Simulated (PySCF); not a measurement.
Species: C4H8F3NSi.
SMILES: `FC(F)(F)[Si@@H]1CCCN1`

The closed-shell ground state was solved at several levels (PySCF, density fitting, gas phase, non-relativistic). One conformer (not necessarily the lowest) at the PBE0-D3(BJ)/def2-SVP geometry, without solvent, vibrations or thermal averaging.

| level | basis functions | HOMO (eV) | LUMO (eV) | gap (eV) | dipole (D) |
| --- | --- | --- | --- | --- | --- |
| PBE0/pcSseg-1 | 200 | -7.03 | 0.67 | 7.70 | 2.87 |
| KT3/pcSseg-1 | 200 | -5.74 | -0.27 | 5.47 | 2.67 |

Task: What might CAM-B3LYP/def2-SVPD (257 basis functions) give for the same quantities?

Result: HOMO -8.51 eV, LUMO 1.07 eV, gap 9.58 eV, dipole 3.04 D.

Task: Over all these levels, which gives the widest orbital gap and which the narrowest?

Result: CAM-B3LYP/def2-SVPD (range-separated hybrid) has the widest, 9.58 eV, and KT3/pcSseg-1 (GGA) the narrowest, 5.47 eV. Functional and basis both differ between the two, so the spread mixes both effects.

Task: How far do the dipole and the HOMO energy spread over the levels?

Result: The dipole runs from 2.67 to 3.04 D (mean 2.86 D) and the HOMO from -8.51 to -5.74 eV.
